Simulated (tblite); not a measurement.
Input of a run (GFN2-xTB geometry optimisation, gas phase (tblite 0.8.0)), started from a force field or distance geometry:
```
{"job": {"kind": "relax", "xc": "GFN2-xTB", "basis": "xTB"}, "charge": 0, "multiplicity": 1}
C      0.567500     3.717800     0.563000
C      0.266600     2.667000     0.062900
Si    -0.172600     1.010600    -0.686000
F     -0.597600     1.255100    -2.228800
C      1.215300    -0.234400    -0.625200
C      2.103800    -1.037600    -0.595400
C      3.196200    -2.012500    -0.551200
N     -1.563300     0.355700     0.110200
C     -2.366400    -0.679300    -0.568100
C     -1.533200     0.047900     1.545400
H      0.807800     4.659700     0.995200
H      3.411400    -2.402800    -1.546500
H      4.103800    -1.562900    -0.138700
H      2.933100    -2.864100     0.088100
H     -2.595700    -0.387300    -1.604500
H     -1.864200    -1.645900    -0.566400
H     -3.343400    -0.800500    -0.076700
H     -1.100000     0.872100     2.116400
H     -2.539200    -0.097400     1.947900
H     -0.935000    -0.850700     1.755300
```

Output (eV, eV/Å):
```
step      E/eV     max force
  0    -800.05766    1.502
  1    -800.05962    2.852
  2    -800.11126    0.510
  3    -800.12631    0.496
  4    -800.14209    1.491
  5    -800.15944    0.643
  6    -800.16712    0.320
  7    -800.17278    0.211
  8    -800.17538    0.203
  9    -800.17933    0.147
 10    -800.18276    0.156
 11    -800.18592    0.143
 12    -800.18804    0.130
 13    -800.18978    0.087
 14    -800.19142    0.086
 15    -800.19293    0.095
 16    -800.19414    0.087
 17    -800.19512    0.070
 18    -800.19607    0.069
 19    -800.19712    0.081
 20    -800.19822    0.088
 21    -800.19928    0.100
 22    -800.20025    0.094
 23    -800.20114    0.072
 24    -800.20192    0.068
 25    -800.20258    0.057
 26    -800.20324    0.081
 27    -800.20404    0.087
 28    -800.20508    0.079
 29    -800.20632    0.084
 30    -800.20763    0.085
 31    -800.20893    0.072
 32    -800.21020    0.098
 33    -800.21143    0.100
 34    -800.21257    0.081
 35    -800.21365    0.074
 36    -800.21462    0.076
 37    -800.21553    0.068
 38    -800.21649    0.068
 39    -800.21742    0.066
 40    -800.21826    0.060
 41    -800.21881    0.061
 42    -800.21914    0.069
 43    -800.21951    0.058
 44    -800.22002    0.051
 45    -800.22070    0.063
 46    -800.22155    0.072
 47    -800.22229    0.064
 48    -800.22275    0.052
 49    -800.22308    0.041
 50    -800.22346    0.043
 51    -800.22383    0.041
 52    -800.22408    0.037
 53    -800.22424    0.031
 54    -800.22439    0.034
 55    -800.22456    0.032
 56    -800.22472    0.028
 57    -800.22486    0.028
 58    -800.22502    0.031
 59    -800.22527    0.040
 60    -800.22568    0.049
 61    -800.22614    0.080
 62    -800.22654    0.053
 63    -800.22699    0.056
 64    -800.22754    0.046
 65    -800.22799    0.049
 66    -800.22845    0.045
 67    -800.22873    0.050
 68    -800.22899    0.052
 69    -800.22934    0.051
 70    -800.22985    0.049
 71    -800.23036    0.054
 72    -800.23073    0.053
 73    -800.23100    0.042
 74    -800.23129    0.041
 75    -800.23163    0.046
 76    -800.23192    0.039
 77    -800.23207    0.023
 78    -800.23216    0.023
 79    -800.23223    0.017
 80    -800.23228    0.012
 81    -800.23231    0.011
 82    -800.23233    0.010
 83    -800.23235    0.011
 84    -800.23239    0.019
 85    -800.23244    0.022
 86    -800.23250    0.020
 87    -800.23255    0.019
 88    -800.23260    0.017
 89    -800.23266    0.020
 90    -800.23273    0.022
 91    -800.23282    0.022
 92    -800.23291    0.021
 93    -800.23299    0.017
 94    -800.23305    0.018
 95    -800.23310    0.018
 96    -800.23313    0.016
 97    -800.23318    0.015
 98    -800.23323    0.014
 99    -800.23329    0.017
100    -800.23335    0.016
101    -800.23340    0.016
102    -800.23343    0.013
103    -800.23346    0.008
```

Question: Summarise the run.

Answer: The energy falls by 4.1 kcal/mol over 103 L-BFGS steps, the largest force on an atom goes from 1.50 to 0.008 eV/Å, and the atoms move by 0.300 Å rms after alignment. The bond that changes most is N8–C9 (silicon-bound nitrogen to N-methyl carbon), which shortens by 0.033 Å. Bonds longer at the end by more than 0.005 Å: 2 of 19; shorter: 10. Among the angles that change most is C5–Si3–N8, from 109.3° to 117.5°. Among the dihedrals that turn most is Si3–N8–C9–H15, from -48° to -24°. The energy never rose by more than 1e-5 eV on the way. The first step brought 1 % of the lowering.

Question: What are the final bond lengths?

Answer: C1≡C2 1.201 Å, C2–Si3 1.848 Å, Si3–F4 1.617 Å, Si3–C5 1.848 Å, C5≡C6 1.205 Å, C6–C7 1.444 Å, Si3–N8 1.715 Å, N8–C9 1.442 Å, N8–C10 1.441 Å, C1–H11 1.052 Å, C7–H12 1.090 Å, C7–H13 1.090 Å, C7–H14 1.090 Å, C9–H15 1.086 Å, C9–H16 1.097 Å, C9–H17 1.094 Å, C10–H18 1.087 Å, C10–H19 1.094 Å, C10–H20 1.098 Å. Numbering counts from 1 in the input's order; the species is `C#C[Si@@](F)(C#CC)N(C)C`.

GFN2-xTB frequencies show an imaginary mode (20i cm⁻¹), so the point is no minimum at that level.

These are computed values.
